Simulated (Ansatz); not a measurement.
```json
{"atom": "B", "x (Å)": "0.0000", "y (Å)": "0.0000", "z (Å)": "0.0000"}
{"atom": "N", "x (Å)": "0.0000", "y (Å)": "2.9697", "z (Å)": "2.2787"}
{"atom": "Si", "x (Å)": "0.0000", "y (Å)": "-3.7361", "z (Å)": "2.8668"}
```

Basis set: pcseg-2 (spherical functions). Charge 0, multiplicity 3.

Computed with Ansatz (development build ahead of 0.2.0); each method stands on the lowest determinant of its kind that the runs found. Restricted functionals stand beside restricted open-shell atoms, which can lie above the unrestricted atoms usual in DFT and then raise those values.

The atomization energy at this shape (free ground-state atoms in the same class of orbitals less the molecule, no zero-point energy) of triplet BSiN:

| method | atomization energy |
| --- | --- |
| PBE (restricted open-shell) | -145.4 kJ/mol |

**Question.** What does PBE (unrestricted) give?

**Answer.** 10.0 kJ/mol. Caution: charge can spread falsely over distant fragments; other spin multiplicities may lie lower; the shape is not the minimum. Caution for PBE (unrestricted): the unrestricted determinant is a mixture of spin states. Caution for PBE (restricted open-shell): an unrestricted determinant lies well below; the molecule lies well above its atoms at this level.
